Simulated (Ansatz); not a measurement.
Born–Oppenheimer molecular dynamics of BH$_{5}$N$_{2}$O (9 atoms, charge 0, multiplicity 1). It starts from a relaxed structure.

All numbers below come from RKS revPBE-D4/def2-SVP (Ansatz 0.2.0).

```yaml
ensemble: NVT, Nosé–Hoover chain
time_step: 1 fs
steps_asked: 100
set_temperature: 50 K
thermostat: time constant 50 fs, chain length 3
temperature_schedule: 25 steps to 50 K, then 75 steps to 150 K
seed: 503667
```

First frame:

```xyz
9
Properties=species:S:1:pos:R:3
B -0.023 -0.020 -0.051
O 0.027 -0.013 1.346
H -0.861 0.026 1.736
N 1.232 0.056 -0.735
H 1.328 0.098 -1.746
H 2.091 0.259 -0.229
N -1.274 -0.077 -0.767
H -2.128 -0.417 -0.327
H -1.301 -0.193 -1.779
```

Task: How far do the bonds stretch over the last three quarters of this one trajectory? (Pairs bonded in most of those frames.)

Result: 
```csv
bond,mean (Å),spread (Å),shortest,longest
B1–O2,1.398,0.008,1.38,1.41
B1–N4,1.435,0.011,1.42,1.46
B1–N7,1.442,0.005,1.44,1.45
O2–H3,0.971,0.006,0.96,0.98
N4–H5,1.018,0.005,1.01,1.03
N4–H6,1.019,0.004,1.01,1.03
N7–H8,1.020,0.010,1.00,1.04
N7–H9,1.020,0.008,1.01,1.04
```

Mean temperature of the second half: 53 K. The conserved energy stayed within 0.15 meV per atom of its start (net change 0.14 meV per atom), so the integration is sound. The schedule's set-point averaged 117 K over the second half and the system 53 K, so it lags behind the ramp. A run of 0.1 ps of so small a system gives no equilibrium averages.

Run time: 3 min on 1 thread of Arm Neoverse V2, with other jobs on the host, peak memory 0.11 GiB.
